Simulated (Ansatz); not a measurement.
Consider the formal exchange of groups at a B–O bond: `BO[SiH2]C` + `CBF` → `BCBF` + `C[SiH2]O`.

Gas-phase electronic energies from Ansatz, PBE0-D4/def2-TZVP geometries. CCSD(T)/CBS adds triple-zeta CCSD(T) − MP2 to the extrapolated MP2 energy (def2 sets, frozen cores). This one scheme is used for every species. DFT in def2-TZVPP. B3LYP here is the variant with VWN-RPA as its local correlation; programs differ in this. One conformer a species, not always the lowest.

`BO[SiH2]C`:

Z-matrix (Å, degrees):
```
Si
O 1 1.663
C 1 1.855 2 108.8
H 1 1.485 2 106.8 3 120.0
H 1 1.488 2 109.0 3 -121.7
B 2 1.345 1 132.5 3 120.3
H 3 1.092 1 111.0 2 -62.7
H 3 1.093 1 110.3 2 177.5
H 3 1.092 1 110.8 2 57.8
H 6 1.205 2 120.2 1 0.2
H 6 1.200 2 118.1 1 -179.7
```

`CBF`:

```xyz
7

C     0.515   -0.025   -0.455
B    -0.652    0.025    0.568
F    -0.604    0.851    1.605
H     1.335    0.658   -0.228
H     0.134    0.196   -1.459
H     0.908   -1.046   -0.517
H    -1.636   -0.659    0.485
```

`BCBF`:

Cartesian coordinates in Å:
```
B -1.022 0.827 -0.038
C -0.268 -0.511 -0.243
B 1.209 -0.348 0.225
F 2.190 -0.368 -0.666
H -1.182 1.261 1.067
H -1.431 1.458 -0.968
H -0.685 -1.206 0.503
H -0.334 -0.920 -1.252
H 1.524 -0.194 1.372
```

`C[SiH2]O`:

```xyz
9

C     0.605    0.904    0.440
Si   -0.277   -0.354   -0.615
O    -0.519   -1.785    0.172
H     0.786    1.818   -0.133
H     1.570    0.520    0.780
H     0.015    1.174    1.319
H     0.539   -0.703   -1.803
H    -1.580    0.221   -1.062
H    -1.139   -1.793    0.902
```

| level | ΔE (kJ/mol) | difference from CCSD(T)/CBS |
| --- | --- | --- |
| LDA (SPW92) | 124.2 | -2.9 |
| revPBE-D4 | 120.7 | -6.4 |
| r2SCANh-D4 | 126.5 | -0.6 |
| CAM-B3LYP-D4 | 135.2 | 8.1 |
| PBE0 | 123.2 | -3.9 |
| B3LYP | 133.0 | 5.9 |
| r2SCANh | 126.3 | -0.8 |
| r2SCAN0 | 126.6 | -0.5 |
| CCSD(T)/def2-SVP | 147.1 | 20.0 |
| SCS-MP2/def2-TZVPP | 131.1 | 4.0 |
| CCSD(T)/CBS | 127.1 | 0 |

Largest T1 diagnostic among the species: 0.013.

At CCSD(T), def2-SVP lies +20.0 kJ/mol from the extrapolated value and def2-TZVPP +1.7 kJ/mol. Leaving LDA and LC-ωPBE aside and taking each functional with its dispersion term where it has one, the values, not all of them listed here, spread over 15.5 kJ/mol, from revPBE-D4 to BHLYP-D4. In def2-TZVPP, CCSD(T) changes the Hartree–Fock value by −10.8 kJ/mol (the triples alone add −0.8 kJ/mol) and MP2 by −11.6 kJ/mol.
